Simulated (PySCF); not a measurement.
**Correlation energy of Cd²⁺ (cadmium, charge +2)**

[Kr] 4d10, closed-shell 1S. All numbers are calculated (PySCF 2.14, a scalar-relativistic core potential, in cc-pVDZ-PP with ECP28MDF (4s4p3d1f, 38 functions)). Frozen: 4s2 4p6; 10 electrons correlated.

Total MP2 correlation energy: -262.99 mhartree.

Same-spin part -98.02 and opposite-spin part -164.96 mhartree; SCS-MP2 scales them by 1/3 and 6/5 to -230.63 mhartree.

```json
{"level": "CCSD", "correlation energy (mhartree)": "-253.88"}
{"level": "(T)", "correlation energy (mhartree)": "-1.78"}
{"level": "CCSD(T)", "correlation energy (mhartree)": "-255.66"}
```

Diagnostics: T1 = 0.00035, D1 = 0.0005, largest double amplitude 0.022.

Problem. Is a single reference adequate?

Solution. Yes, within this model without spin-orbit coupling: T1 lies below 0.03 and no double amplitude reaches 0.07.
